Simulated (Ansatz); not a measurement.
Geometry optimisation, RKS B3LYP/def2-SVPD (Ansatz).

Input file:

```yaml
crystal:
  periodic: [false, false, false]
  atoms:
    - { symbol: C, position_ang: [-0.1078, 0.0069, 1.9218] }
    - { symbol: C, position_ang: [0.0016, 0.1736, 0.7213] }
    - { symbol: B, position_ang: [0.178, 0.3365, -0.8038] }
    - { symbol: O, position_ang: [-0.5926, -0.3532, -1.7283] }
    - { symbol: H, position_ang: [-0.296, -0.0649, 2.9354] }
    - { symbol: H, position_ang: [1.0642, 1.0583, -1.1988] }
    - { symbol: H, position_ang: [-0.1862, -1.2252, -1.8932] }
basis:
  gaussian: { orbitals: def2-SVPD }
hamiltonian:
  xc: b3lyp
relax:
  f_tol: 0.02
  max_steps: 50
```

Run as:

```bash
$ ansatz run input.yaml --threads 2 --pin off --max-ram 3072MiB --backend cpu --events-out ev --progress --plain --runs-dir out
```

Task: Where does it end, and by what steps?

Result: The run converged. After 9 steps the energy has fallen by 0.711 eV; H7 moved furthest, 0.62 Å.

| step | energy less start (eV) | largest force component (eV/Å) | accepted |
| --- | --- | --- | --- |
| 0 | 0.0000 | 1.777 | yes |
| 1 | -0.0510 | 1.048 | yes |
| 2 | -0.1093 | 1.020 | yes |
| 3 | -0.2536 | 1.968 | yes |
| 4 | -0.4177 | 2.603 | yes |
| 5 | -0.6583 | 0.954 | yes |
| 6 | -0.7048 | 0.938 | yes |
| 7 | -0.7101 | 0.435 | yes |
| 8 | -0.7114 | 0.069 | yes |
| 9 | -0.7115 | 0.011 | yes |

```xyz
7
Properties=species:S:1:pos:R:3
C -0.153 -0.038 1.821
C 0.054 0.143 0.634
B 0.322 0.381 -0.859
O -0.139 -0.470 -1.808
H -0.335 -0.196 2.867
H 0.949 1.333 -1.239
H -0.637 -1.221 -1.461
```

The run took 14 s on 2 threads of Intel(R) Xeon(R) Platinum 8488C (Sapphire Rapids), with other jobs on the host, peak memory 0.19 GiB.
